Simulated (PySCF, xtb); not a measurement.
SnBr3, SMILES [Sn+]([Br])([Br])[Br], charge +1.

GFN2-xTB (xtb) at its own geometry gives an orbital gap of 0.92 eV.

The structure is a stationary point at B3LYP-D3(BJ)/def2-SVP. The multiplicity is an assumed one; other spin states were not compared. The isomer is the one that the SMILES or the coordinates give; other isomers of the formula were not compared. The def2 effective core potentials stand for the cores of Sn; spin–orbit coupling is left out.

Q: What does CAM-B3LYP/def2-TZVP (PySCF) give? (Estimate from the structure and the level; the computed values follow.)

A: gap 6.84 eV (levels -15.24 and -8.40 eV).
